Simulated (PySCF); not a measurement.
## Radial density of O⁺ (oxygen, charge +1)

PBE0, [He] 2s2 2p3, high-spin 4S determinant. All numbers are calculated (PySCF 2.14, the spin-free X2C one-electron Hamiltonian (Gaussian nucleus), in x2c-TZVPall (5s3p2d1f, 31 functions)).

```
r (bohr)  4πr²ρ (e/bohr)  4πr²(ρα − ρβ)
 0.00275         0.03003         0.0000
 0.00463         0.08199         0.0000
 0.00778          0.2170        -0.0001
  0.0131          0.5587        -0.0001
  0.0220           1.360        -0.0002
  0.0370           3.016         0.0007
  0.0623           5.697         0.0078
   0.105           8.252         0.0488
   0.176           7.777         0.2240
   0.296           4.187         0.8101
   0.498           3.292         1.9680
   0.838           4.467         2.5634
    1.41           2.366         1.3319
    2.37          0.3065         0.1907
    3.99        0.006523         0.0051
```

Densities and radii are taken from the X2C orbitals without a picture-change correction, which distorts them close to the nucleus.
